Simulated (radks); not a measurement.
Values are calculated unless marked as measured or tabulated.
Question: Ionisation of Fe, [Ar] 3d6 4s2, to Fe+, [Ar] 3d6 4s1, under several functionals. Non-relativistic Kohn-Sham, spin-polarised, spherical densities, point nucleus; open shells are filled with parallel spins first; a radial shooting solver on a logarithmic mesh with Libxc functionals. The NIST Atomic Spectra Database gives 7.902 eV (measured). Rank these functionals by the error of their Delta-SCF ionisation energy: AM05; exchange-only LDA; BLYP; PW91; B86b exchange with PBE correlation; RPBE.

Answer: From best to worst: BLYP 7.944 eV (+0.042); PW91 7.758 eV (-0.144); B86b exchange with PBE correlation 7.752 eV (-0.151); AM05 7.677 eV (-0.225); RPBE 7.645 eV (-0.257); exchange-only LDA 6.683 eV (-1.219). Open shells are spherical and high-spin; term and fine-structure splittings are not resolved.
